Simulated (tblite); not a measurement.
C4H12O2SSi.
Atom-mapped SMILES: `[CH3:1][O:2][Si@H:3]([CH3:4])[O:5][CH2:6][CH2:7][SH:8]` (hydrogens: H9, H10, H11 on C1; H12 on Si3; H13, H14, H15 on C4; H16, H17 on C6; H18, H19 on C7; H20 on S8)

Cartesian coordinates in Å at the GFN2-xTB level; atoms count from 1:
```
atom  x, y, z in Å
C1    -2.0677    1.6654    0.2743
O2    -0.9834    0.8001    0.4365
Si3   -0.5953   -0.4922   -0.4839
C4    -1.9175   -1.8446   -0.4781
O5     0.6830   -1.1646    0.2563
C6     1.7499   -0.5313    0.8865
C7     2.7750    0.0312   -0.0884
S8     2.2012    1.5234   -0.9626
H9    -2.0781    2.3545    1.1199
H10   -3.0086    1.1118    0.2490
H11   -1.9702    2.2332   -0.6534
H12   -0.3024   -0.0533   -1.8504
H13   -2.1712   -2.1557    0.5311
H14   -1.5892   -2.7243   -1.0191
H15   -2.8254   -1.4883   -0.9547
H16    2.2444   -1.2885    1.5077
H17    1.3779    0.2694    1.5376
H18    3.6966    0.2836    0.4366
H19    2.9865   -0.6971   -0.8697
H20    1.7894    2.1777    0.1218
```

All values are computed: GFN2-xTB (tblite) harmonic vibrations without scaling, gas phase. This tight-binding method is rough: wavenumbers can miss measured ones by several per cent, in bad cases by 10 to 20. Modes of hydrogen on silicon and sulfur can be 10 to 20 % off. One conformer, not necessarily the lowest.

Harmonic wavenumbers (cm⁻¹): 30.7, 58.9, 71.7, 85.4, 87.6, 96.8, 124.6, 153.4, 167.5, 242.4, 262.1, 288.1, 349.9, 461.5, 660.5, 683.9, 690.0, 736.4, 744.4, 795.6, 803.4, 838.3, 857.1, 899.8, 988.8, 1061.4, 1121.1, 1136.2, 1141.2, 1154.1, 1179.1, 1229.0, 1267.8, 1338.0, 1380.8, 1416.6, 1423.8, 1465.9, 1480.4, 1486.0, 1489.4, 1497.7, 2234.7, 2431.9, 2898.4, 2913.4, 2953.9, 2965.4, 2977.8, 2986.0, 3020.1, 3037.8, 3046.8, 3069.5.

A = 1951, B = 932.9, C = 739.0 MHz; mass 152.033 u (most abundant isotopes); point group C1, symmetry number 1.

Task: What is the zero-point energy?

Result: Half the sum of the wavenumbers: 33992 cm⁻¹ = 406.63 kJ/mol.

Task: Give the ideal-gas entropy at 273.15 K and 1 bar in the rigid-rotor, harmonic-oscillator model (classical rotation).

Result: Translation 169.69, rotation 123.84, vibration 168.93: S = 462.5 J/(mol K).

Task: And Cp and H(273.15 K) − H(0)?

Result: Cp = 172.95 J/(mol K), of which vibrations give 139.69 (their classical limit is 54 R = 449.0); H(273.15 K) − H(0) = 31.36 kJ/mol without the zero-point energy, 22.27 from vibrations.

Task: Which modes carry the vibrational entropy at 273.15 K?

Result: 30.7 cm⁻¹: 23.47; 58.9 cm⁻¹: 18.08; 71.7 cm⁻¹: 16.46; 85.4 cm⁻¹: 15.03; 87.6 cm⁻¹: 14.82; 96.8 cm⁻¹: 14.00 J/(mol K); the other 48 give 67.07 together.

Task: How do the functions run with temperature in this model?

Result: 
```tsv
T (K)	S (J/(mol K))	Cp (J/(mol K))	H − H(0) (kJ/mol)	G − H(0) (kJ/mol)	ln q(vib)
100	327.6	106.5	7.19	-25.57	3.47
200	413.3	144.2	19.77	-62.89	7.76
300	479.2	183.9	36.15	-107.60	11.46
500	591.2	258.0	80.66	-214.96	17.99
800	730.0	332.2	170.12	-413.91	26.63
1000	807.9	365.2	240.03	-567.87	31.80
```

q(vib) and H(0) count from the zero-point level.

Hindered rotation and anharmonicity are outside this model. Other conformers, if any are populated, would add a mixing term that is left out. The structure is chiral; the term R ln 2 for an equal mix with its mirror image is left out.
